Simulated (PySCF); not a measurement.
# `InChI=1S/C5H10F2Ge/c6-5-2-1-3-8(7)4-5/h5,8H,1-4H2/t5-,8-/m1/s1`

Geometry (Å), atoms numbered from 1 in this order:
```xyz
18

F    -0.0024   -1.1894   -1.6986
C    -0.4228   -1.4027   -0.3874
C    -1.4448   -0.3234   -0.0225
C    -1.0407    1.0874   -0.4580
C     0.1768    1.6359    0.2833
Ge    1.6855    0.3585    0.1069
F     2.8258    0.6391    1.4332
C     0.8275   -1.3931    0.4756
H    -0.8996   -2.3927   -0.3900
H    -1.5993   -0.3554    1.0577
H    -2.3918   -0.5690   -0.5086
H    -0.8400    1.0758   -1.5306
H    -1.8921    1.7528   -0.2910
H     0.4240    2.6289   -0.0911
H    -0.0466    1.7333    1.3487
H     2.6117    0.4391   -1.0849
H     1.4604   -2.2415    0.2181
H     0.5597   -1.4775    1.5278
```

Computed with PySCF, TDDFT CAM-B3LYP/def2-SVPD circular dichroism and optical rotation, one conformer, gas phase. Geometry: GFN2-xTB.

The calculation is non-relativistic, which matters for the atoms heavier than Zn. States above about 9.3 eV (minus the energy of the highest occupied orbital) lie near or above the ionisation threshold and depend on the basis.

Stereocentres: C2 R, Ge6 R.

(1) What is the specific rotation at 633, 589.3, 546, 436, 405, 365, 355 nm?

(2) And for the mirror image at 589.3 nm?

(3) What is the molar rotation [Φ] = [α]·M/100 of the geometry above at 589.3 nm?

Results:

(1) [α] in deg dm⁻¹ (g/mL)⁻¹:
```csv
λ (nm),origin-invariant length gauge,modified velocity gauge,length gauge (centre of mass),isotropic polarisability (au)
633,-3.2,-5.3,-3.1,85.5
589.3,-3.7,-6.1,-3.6,85.7
546,-4.3,-7.2,-4.2,86.1
436,-6.9,-11.5,-6.8,87.4
405,-8.1,-13.4,-7.9,88.1
365,-10.0,-16.8,-9.8,89.1
355,-10.6,-17.8,-10.4,89.5
```

(2) +3.7 deg dm⁻¹ (g/mL)⁻¹ (origin-invariant length gauge): the same size and the opposite sign.

(3) With M = 180.76 g/mol, -6.7 deg cm² dmol⁻¹ (origin-invariant length gauge).

The first excitation lies at 7.25 eV (171 nm) with R = -9.1 × 10⁻⁴⁰ esu² cm² (velocity form).
